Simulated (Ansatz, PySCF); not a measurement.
AlOBr, SMILES [O]=[Al][Br].

Geometry optimised at r2SCAN-D4/def2-TZVP.

Vertical ionisation energy (IE) and electron affinity (EA) in eV. Rows of orbital energies are one-electron estimates. Where ΔSCF, EOM or ADC give a negative EA the extra electron is unbound and the value depends on the basis.

```
level                                                                    IE    EA
--------------------------------------------------------------------  -----  ----
−ε(HOMO), −ε(LUMO), ωB97X/def2-TZVPD (PySCF)                          10.28  0.79
−ε(HOMO), −ε(LUMO), PBE/def2-TZVPD (PySCF)                             6.55  3.55
ΔSCF, PBE0/def2-TZVPD (Ansatz), final states of multiplicity 2 and 2   9.90  1.08
ΔSCF, PBE/def2-TZVPD (Ansatz), final states of multiplicity 2 and 2   10.18  1.11
```

### Question
What vertical singlet–triplet gap does ΔSCF give with PBE0/def2-TZVPD (Ansatz, a quantum-chemistry and plane-wave program) and with PBE/def2-TZVPD (Ansatz)? (An estimate is asked for; the answer gives what the named calculation found.)

### Answer
2.83 and 3.15 eV (triplet above singlet where positive).
